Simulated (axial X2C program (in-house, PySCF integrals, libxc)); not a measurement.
# Worked dissociation energy of AsBr⁻: CCSD(T), without spin–orbit coupling

Calculated with an axial X2C code built on PySCF integrals. Spin-free means the one-electron spin-free X2C Hamiltonian. Basis: Br dyall-acv3z [9s10p7d5f1g], As dyall-acv3z [10s10p7d5f1g] (cores contracted in-house); Gaussian nuclei, density fitting, unrestricted open shells. Masses: Br 78.918 u, As 74.922 u.

Molecular state: M_S = 1/2, Λ = 1 (beyond evenly filled blocks: π+α, π+β, π-α).

Correlated methods: 13 electrons correlated (number of frozen shells: Br 3 s, 2 p, 1 d; As 3 s, 2 p, 1 d), 309 virtual spin orbitals or spinors in MP2, 90 natural virtuals in coupled cluster.

| Item | Value |
| --- | --- |
| E(Br-) (2M_S = 0, M_L = 0) | -2604.790047 hartree |
| E(As) (2M_S = 3, M_L = 0) | -2259.178016 hartree |
| E(AsBr⁻) at Re | -4863.984101 hartree |
| ωe | 231.3 cm⁻¹ |
| ωexe | 0.799 cm⁻¹ |

Q: Work out De and D0.

A: De = -2604.790047 + (-2259.178016) − (-4863.984101) = 0.01604 hartree = 0.436 eV. The zero-point energy is ωe/2 − ωexe/4 = 115 cm⁻¹ = 0.014 eV, so D0 = 0.422 eV.

Occupations by symmetry block were frozen at the best pattern of an incomplete PBE0 search. De is counted from the lowest determinant-based energies of the atoms at the same level, without counterpoise correction. CCSD and (T) use frozen natural virtuals with an MP2 correction for the truncation; (T) itself is uncorrected, so its De runs slightly low.

Each atomic determinant is the lowest at this level and need not be a pure term. Totals compare only within one Hamiltonian and basis.
